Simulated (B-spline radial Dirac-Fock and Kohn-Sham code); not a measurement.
**Elastic and transport cross sections of dysprosium for electrons**

Level of theory: relativistic (Dirac) partial waves in the static field of the Dirac-Fock atom with Furness-McCarthy exchange, without polarisation or absorption potentials; a B-spline atomic structure program. σ_tr1 and σ_tr2 weight the cross section with 1 − P₁ and 1 − P₂ of cos θ; "backward" is the share scattered beyond 90°.

```csv
energy (eV),σ (a₀²),σ_tr1 (a₀²),σ_tr2 (a₀²),σ/σ_tr1,backward (%)
2420,7.00,0.902,0.983,7.76,4.9
3000,6.23,0.687,0.812,9.08,4.0
3300,5.92,0.607,0.743,9.75,3.7
3600,5.64,0.541,0.683,10.4,3.4
4890,4.76,0.358,0.501,13.3,2.5
5000,4.70,0.347,0.489,13.5,2.5
6640,4.00,0.233,0.357,17.1,1.8
7090,3.85,0.213,0.332,18.1,1.7
7240,3.80,0.206,0.324,18.4,1.7
10000,3.14,0.129,0.220,24.3,1.2
10400,3.07,0.122,0.209,25.2,1.1
17100,?,?,?,?,?
20000,2.05,0.0458,0.0889,44.9,0.50
20500,2.02,0.0441,0.0859,45.9,0.49
22200,1.92,0.0390,0.0770,49.2,0.44
30000,1.58,0.0245,0.0506,64.6,0.30
30300,1.57,0.0242,0.0499,65.1,0.30
48800,1.15,0.0115,0.0251,100,0.16
50000,1.14,0.0111,0.0242,103,0.16
57300,1.04,0.00892,0.0198,116,0.13
58900,1.02,0.00855,0.0190,119,0.13
61900,0.988,0.00790,0.0177,125,0.12
64900,0.958,0.00734,0.0165,131,0.11
93700,0.758,0.00411,0.00956,184,0.068
100000,0.728,0.00371,0.00867,196,0.063
117000,0.662,0.00290,0.00686,228,0.051
118000,0.658,0.00286,0.00677,230,0.050
200000,0.490,0.00126,0.00308,390,0.024
300000,0.404,0.000674,0.00170,599,0.013
```

Q: Fill in the row for 17.1 keV.

A: σ = 2.27 a₀², σ_tr1 = 0.0581 a₀², σ_tr2 = 0.110 a₀², σ/σ_tr1 = 39.0, backward 0.61 %. The ratio σ/σ_tr1 is roughly the number of elastic collisions that randomise the direction.

Values without a named source are computed, but for edge energies of neutral atoms, which are taken from tables.
